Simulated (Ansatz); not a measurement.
Computed with Ansatz on PBE0-D4/def2-TZVP structures; ΔE is electronic, products minus reactants. CCSD(T)/CBS is the MP2 limit (def2-TZVPP, def2-QZVPP) plus CCSD(T) − MP2 in def2-TZVPP, frozen cores. DFT in def2-TZVPP. For Mg, Se outer-core shells are correlated without core-valence functions, which leaves a few kJ/mol of doubt a bond. Scalar relativity is left out up to krypton. Each species was taken in one conformer, which may not be the lowest.

Reaction (substitution at a C–Se bond): `C[Se][SiH2]Cl` + `C[O][Mg][OH]` → `C[O][Mg][O]C` + `Cl[SiH2][SeH]`

| level | ΔE (kJ/mol) |
| --- | --- |
| LDA (SPW92) | 53.9 |
| revPBE-D4 | 62.3 |
| r2SCANh-D4 | 57.9 |
| B2PLYP | 56.2 |
| CAM-B3LYP | 48.3 |
| HF/def2-SVP | 22.3 |
| CCSD/def2-TZVPP | 56.1 |
| CCSD(T)/def2-TZVPP | 59.2 |

**Question.** What does CCSD(T)/CBS give? (Best estimate.)

**Answer.** Computed: +61.7 kJ/mol. The listed levels differ from it by -7.8, 0.6, -3.8, -5.5, -13.4, -39.4, -5.6, -2.5 kJ/mol.

Largest T1 diagnostic among the species: 0.011.

The D4 term adds +6.0 kJ/mol with B3LYP and +3.3 kJ/mol with PBE0; it sums over pairs of atoms, weighted by their polarisabilities, and B3LYP, whose exchange is more repulsive, gets the larger term. Leaving LDA and LC-ωPBE aside and taking each functional with its dispersion term where it has one, the values, not all of them listed here, spread over 10.5 kJ/mol, from CAM-B3LYP-D4 to revPBE-D4.

B3LYP here is the variant with VWN-RPA as its local correlation; programs differ in this.
